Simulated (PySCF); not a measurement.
CBrF2, SMILES F[C](Br)F (connectivity only; charge and spin as stated), charge +1, multiplicity 1.

Geometry: B3LYP-D3(BJ)/def2-SVP. The multiplicity is an assumed one; other spin states were not compared. The isomer is the one that the SMILES or the coordinates give; other isomers of the formula were not compared.

Two levels are set side by side: PBE/def2-TZVPD (PySCF) and HF/def2-TZVPD (PySCF). Same geometry, gas phase. Differences are taken from unrounded values.

| quantity | HF |
|---|---|
| orbital gap (eV) | 13.79 |
| highest occupied level (eV) | -19.56 |
| lowest empty level (eV) | -5.77 |
| mean polarisability (bohr³) | 28.3 |

Q: What does PBE give, and how far is it from HF? (An estimate is asked for; the answer gives what the named calculation found.)

A: 
```csv
quantity,PBE,PBE minus HF
orbital gap (eV),3.93,-9.86
highest occupied level (eV),-14.91,4.65
lowest empty level (eV),-10.99,-5.21
mean polarisability (bohr³),31.4,3.2
```

PBE's occupied levels lie high since its potential decays too fast outside the molecule; exact exchange lowers them and widens the gap. PBE's more diffuse valence density responds more strongly to a field. Differences between two approximate levels are no errors against the true value.

Rough cost on one machine, each run with all the roots and properties that it gave: HF against PBE about 1/2.
